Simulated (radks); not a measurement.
Results of a calculation; reference values are marked as such.
Tb23+, 42 electrons, occupied as [Kr] 4d6. Code: a radial shooting solver on a logarithmic mesh with Libxc functionals. Model: scalar-relativistic Kohn-Sham, r2SCAN, spin-polarised, spherical densities, finite nucleus; open shells are filled with parallel spins first (spin-orbit coupling, left out, can overturn this in heavy ions); meta-GGA in the generalised Kohn-Sham scheme; Fermi nuclear charge, rms radius 5.06 fm.

Normalised radial functions P(r) = r R(r), r in bohr:

| r | 4p up | 4d down |
|---|---|---|
| 0.001487 | 0.0060 | 0.0000 |
| 0.0022 | 0.0116 | 0.0001 |
| 0.00323 | 0.0223 | 0.0003 |
| 0.004781 | 0.0432 | 0.0008 |
| 0.007075 | 0.0821 | 0.0024 |
| 0.01047 | 0.1516 | 0.0068 |
| 0.0155 | 0.2660 | 0.0190 |
| 0.02293 | 0.4294 | 0.0509 |
| 0.03394 | 0.6033 | 0.1278 |
| 0.05023 | 0.6574 | 0.2897 |
| 0.07434 | 0.3739 | 0.5630 |
| 0.11 | -0.3281 | 0.8627 |
| 0.1628 | -0.9475 | 0.8685 |
| 0.241 | -0.5097 | 0.1749 |
| 0.3566 | 0.9375 | -1.0049 |
| 0.5278 | 1.6208 | -1.5403 |
| 0.781 | 0.8455 | -0.9139 |
| 1.156 | 0.1379 | -0.1985 |
| 1.711 | 0.0048 | -0.0110 |
| 2.532 | 0.0000 | -0.0001 |

4p up: eigenvalue -908.64 eV, 2 radial nodes at r = 0.0935, 0.280 bohr, <r> = 0.528 bohr, 90 % of the charge inside 0.756 bohr. 4d down: eigenvalue -752.90 eV, 1 radial node at r = 0.256 bohr, <r> = 0.543 bohr, 90 % of the charge inside 0.794 bohr.
